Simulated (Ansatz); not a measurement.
Species: pyrimidine, C4H4N2 (charge 0, singlet). 
Geometry from a B3LYP-D3(BJ)/def2-TZVP (Ansatz, a program for electronic structure) optimisation:
```xyz
10

C     -1.3470     0.0701    -0.0364
C     -0.6833    -1.1427     0.0782
N      0.6465    -1.2224     0.1150
C      1.3054    -0.0679     0.0353
N      0.7750     1.1485    -0.0766
C     -0.5560     1.2071    -0.1117
H     -2.4264     0.1262    -0.0656
H     -1.2290    -2.0783     0.1425
H      2.3882    -0.1242     0.0646
H     -0.9974     2.1941    -0.2027
```

Basis-set convergence of Hartree-Fock and CCSD correlation energies (hartree) with Ansatz. Cores are frozen in the correlated levels unless marked. Spin-orbit coupling is left out. No relativistic terms.

The Hartree-Fock reference is unstable (checked in the largest basis), which strains HF and MP2. 

```
basis    functions       E(HF)  E(corr, CCSD)
-------  ---------  ----------  -------------
cc-pVDZ        104  -262.71404       -0.85739
cc-pVTZ        236  -262.77984       -1.02602
cc-pVQZ        450  -262.79716       -1.08044
cc-pV5Z        766  -262.80109       -1.09844
```

Extrapolating the two largest sets (X = 4 and 5) as X^-3: E(corr) = (125·(-1.09844) - 64·(-1.08044))/61 = -1.1173 Eh, an estimate of the basis-set limit. The largest set recovers 98.3 % of it, the smallest 76.7 %.
